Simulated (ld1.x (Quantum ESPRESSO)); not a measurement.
Hg (Z = 80), TM: configuration errors across variants

```json
{
 "Element": "mercury",
 "Generator": "ld1.x (Quantum ESPRESSO) 7.5",
 "Type": "norm-conserving Troullier–Martins (Kleinman–Bylander form)",
 "Functional": "PW91",
 "Relativity": "scalar-relativistic",
 "Frozen core": "[Kr] 4d10 4f14",
 "Valence charge": "20",
 "Reference configuration": "5s2 5p6 5d10 6s1.5 6p0 (charge +0.5)",
 "Partial waves": "5s (bound): rc 1.45 bohr; 5d (bound): rc 1.90 bohr; 5p (bound): rc 1.00 bohr",
 "Local potential": "the p channel",
 "Core correction": "none"
}
```

Occupied shells without a wave of their own: 6s. They enter only through the test configuration that unscreens the potential.

All-electron excitation energies from the reference (eV): (1) 5s2 5p6 5d10 6s2 6p0 -4.396; (2) 5s2 5p6 5d10 6s1 6p0 6.374; (3) 5s2 5p6 5d10 6s0 6p0 25.447; (4) 5s2 5p6 5d8 6s0 6p0 110.894; (5) 5s1 5p6 5d10 6s2 6p0 121.255; (6) 5s2 5p6 5d9 6s2 6p0 11.180; (7) 5s2 5p5 5d10 6s2 6p0 68.959.

For the base: The 6s level has no wave, so the channel is fitted at the deeper level alone: the likely source of the large errors.

On the changes marked as counting shells twice: ld1.x takes every shell without a wave as core, so the model core holds the marked electrons as well and exchange and correlation see them twice. This cancels in the reference configuration, but the file is broken for other ones, and its errors say nothing about a proper core correction.

The file “base” misses its own reference levels by 1.0 eV. The file “core correction a·sin(br)/r model core inside 0.46 bohr (6s counted twice)” misses its own reference levels by 1.0 eV. The file “core correction a·sin(br)/r model core inside 0.58 bohr (6s counted twice)” misses its own reference levels by 1.0 eV. The file “core correction a·sin(br)/r model core inside 0.72 bohr (6s counted twice)” misses its own reference levels by 1.0 eV. The file “core correction a·sin(br)/r model core inside 0.82 bohr (6s counted twice)” misses its own reference levels by 1.0 eV. The file “core correction a·sin(br)/r model core inside 1.04 bohr (6s counted twice)” misses its own reference levels by 1.0 eV. The file “core correction a·sin(br)/r model core inside 1.20 bohr (6s counted twice)” misses its own reference levels by 1.0 eV.

Errors AE − PS in meV (a dash: test not solved or not reliable):

| change | (1) | (2) | (3) | (4) | (5) | (6) | (7) | bound ghosts |
| --- | --- | --- | --- | --- | --- | --- | --- | --- |
| base | +463 | -567 | -2029 | -3367 | +453 | +625 | +617 | none |
| core correction a·sin(br)/r model core inside 0.46 bohr (6s counted twice) | +446 | -585 | -2204 | -3907 | +356 | +617 | +601 | none |
| core correction a·sin(br)/r model core inside 0.58 bohr (6s counted twice) | +446 | -585 | -2204 | -3907 | +356 | +617 | +601 | none |
| core correction a·sin(br)/r model core inside 0.72 bohr (6s counted twice) | +446 | -585 | -2203 | -3906 | +361 | +617 | +602 | none |
| core correction a·sin(br)/r model core inside 0.82 bohr (6s counted twice) | +447 | -585 | -2202 | -3905 | +367 | +618 | +601 | none |
| core correction a·sin(br)/r model core inside 1.04 bohr (6s counted twice) | +447 | -585 | -2197 | -3901 | +398 | +619 | +605 | none |
| core correction a·sin(br)/r model core inside 1.20 bohr (6s counted twice) | +447 | -584 | -2191 | -3897 | +425 | +621 | +611 | none |

Give the same row for: core correction a·sin(br)/r model core inside 0.92 bohr (6s counted twice).

+447, -585, -2201, -3904, +378, +618, +601; bound ghosts: none. ld1.x takes every shell without a wave as core, so the model core holds the 6s electrons as well and exchange and correlation see them twice. This cancels in the reference configuration, but the file is broken for other ones, and its errors say nothing about a proper core correction.
